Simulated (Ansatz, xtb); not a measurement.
## Two isomers of BClH2OSi

Structure a: `BO[Si]Cl`, a singlet. Structure b: `[SiH]OBCl`, a singlet. Both are isolated molecules in the gas phase, relaxed with B3LYP-D3(BJ)/def2-SVP; the shapes shown needn't be the lowest conformers.

a (Å):

```xyz
6

B    -2.0651   -2.4894   -0.7047
Cl   -0.6100   -6.1781   -0.7198
O    -2.2950   -3.8120   -0.5997
Si   -2.5788   -5.4443   -0.4687
H    -1.8149   -1.8589    0.2956
H    -2.1251   -1.9709   -1.7947
```

b (Å):

```xyz
6

B    -2.8897   -3.3434   -0.9418
Cl   -2.9208   -2.4471   -2.4717
O    -1.7671   -3.9498   -0.5550
Si   -0.3797   -4.8524   -0.2912
H    -3.8884   -3.3876   -0.2745
H     0.3465   -3.7678    0.5274
```

Problem. Which of the two would you expect CCSD(T)/def2-TZVP electronic energies to favour?

Solution. Structure a; the calculation gives E(b) − E(a) = +0.554 eV.

How the difference moves with the method:

| level | geometry | E(b) − E(a) (eV) | departure from the last row (eV) | job, with rough time for the two |
| --- | --- | --- | --- | --- |
| GFN2-xTB | GFN2-xTB | +0.468 | −0.086 | optimisation, 0.51 s |
| HF/STO-3G | GFN2-xTB | +0.760 | +0.206 | single point, 0.68 s |
| r2SCAN-D4/def2-SVP | GFN2-xTB | +0.463 | −0.091 | single point, 5.2 s |
| B3LYP-D3(BJ)/def2-SVP | B3LYP-D3(BJ)/def2-SVP | +0.464 | −0.090 | optimisation, 67 s |
| HF/def2-TZVP | B3LYP-D3(BJ)/def2-SVP | +0.563 | +0.009 | part of the CCSD(T) run |
| MP2/def2-TZVP | B3LYP-D3(BJ)/def2-SVP | +0.604 | +0.049 | part of the CCSD(T) run |
| CCSD(T)/def2-TZVP | B3LYP-D3(BJ)/def2-SVP | +0.554 |  | single point, 92 s |

As drawn, b has 1 B–Cl, 1 Si–H in place of 1 Cl–Si, 1 B–H.

The levels shown agree on the order. The largest departure from CCSD(T)/def2-TZVP is that of HF/STO-3G, 0.206 eV.

With harmonic frequencies from B3LYP-D3(BJ)/def2-SVP (ideal gas, rigid rotor, one conformer each, 400 K, 1 atm): on the last row, ΔE + ΔZPE = +0.520, ΔH = +0.514, ΔG = +0.527 eV.

The correlated steps freeze 12 core orbitals. Mirror images aren't counted in ΔG. Run with Ansatz 0.2.0, xtb 6.7.1; the last row on 1 thread of AMD EPYC 7R43 64-Core Processor (Zen 3) on a shared host.
